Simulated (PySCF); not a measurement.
A mixed set of molecules. Computed, not measured: TDDFT B3LYP/def2-SVPD, vertical, gas phase, core orbitals frozen in the response (PySCF). Geometries: PBE0-D3(BJ)/def2-SVP; one conformer of each isolated species. Triplets are in the Tamm–Dancoff approximation. 'Strongest' means the level of largest summed f among the lowest 10 singlets; it needn't be the same kind of state in each.

**Question.** Rank by computed lowest singlet excitation energy, highest first.
A. `c1c(cc(cc1)N=C=O)F`
B. `CC[Si@H](P)CCl`
C. `[SiH3]C#C[SiH2]Cl`
D. `O=C=NC1=CC=C(F)C=C1`

**Answer.** B (5.88 eV), C (5.27 eV), A (5.01 eV), D (4.86 eV).

| SMILES | S1 (eV) | strongest (eV) | first f ≥ 0.01 (nm) | HOMO (eV) | α (au) | f (strongest) | S1 mainly |
| --- | --- | --- | --- | --- | --- | --- | --- |
| CC[Si@H](P)CCl | 5.88 | 6.83 | 211 | -7.26 | 107.4 | 0.16 | H→L (95%) |
| [SiH3]C#C[SiH2]Cl | 5.27 | 7.25 | 223 | -8.16 | 94.6 | 0.46 | H→L (92%) |
| O=C=Nc1cccc(F)c1 | 5.01 | 6.53 | 248 | -7.01 | 94.3 | 0.51 | H→L+1 (45%) |
| O=C=Nc1ccc(F)cc1 | 4.86 | 6.64 | 255 | -6.81 | 94.3 | 0.48 | H→L (64%) |

H and L stand for HOMO and LUMO.

- `CC[Si@H](P)CCl`: Löwdin shares by element: HOMO phosphorus 61%, silicon 15%, hydrogen 12% or more; LUMO chlorine 32%, phosphorus 18%, carbon 17% or more, hydrogen 10% or more (atoms not listed hold the other 24%).
- `[SiH3]C#C[SiH2]Cl`: Löwdin shares by element: HOMO carbon 70%, silicon 14% (atoms not listed hold the other 16%); LUMO carbon 49%, silicon 18% or more, chlorine 12% (atoms not listed hold the other 21%).
- `O=C=Nc1cccc(F)c1`: Löwdin shares by element: HOMO carbon 48% or more, nitrogen 14% (atoms not listed hold the other 38%); LUMO carbon 57% or more (atoms not listed hold the other 43%).
- `O=C=Nc1ccc(F)cc1`: Löwdin shares by element: HOMO carbon 31% or more, nitrogen 14%, oxygen 9% (atoms not listed hold the other 46%); LUMO carbon 64% or more (atoms not listed hold the other 36%).
